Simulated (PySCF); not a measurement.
**Radial density of Hg⁵⁶⁺ (mercury, charge +56)**

B3LYP, [Ar] 3d6, high-spin 5D determinant. All numbers are calculated (PySCF 2.14, the spin-free X2C one-electron Hamiltonian (Gaussian nucleus), in an even-tempered Gaussian basis (17 s from 15 bohr⁻², ratio 2.5; 13 p from 19 bohr⁻², ratio 2.5; 7 d from 19 bohr⁻², ratio 2.5; 4 f from 73 bohr⁻², ratio 2.7; 3 g from 110 bohr⁻², ratio 2.7)).

```csv
r (bohr),4πr²ρ (e/bohr),4πr²(ρα − ρβ)
0.0139,108.2,0.0112
0.0234,97.26,0.1924
0.0393,133.3,1.8210
0.0661,123.9,10.3279
0.111,89.58,26.4064
0.187,80.27,18.5724
0.315,7.236,1.5410
0.529,0.02918,0.0072
```

Densities and radii are taken from the X2C orbitals without a picture-change correction, which distorts them close to the nucleus.

Spin-orbit coupling is strong in this species (close to jj coupling), so the high-spin LS determinant is a model state, not a physical level.
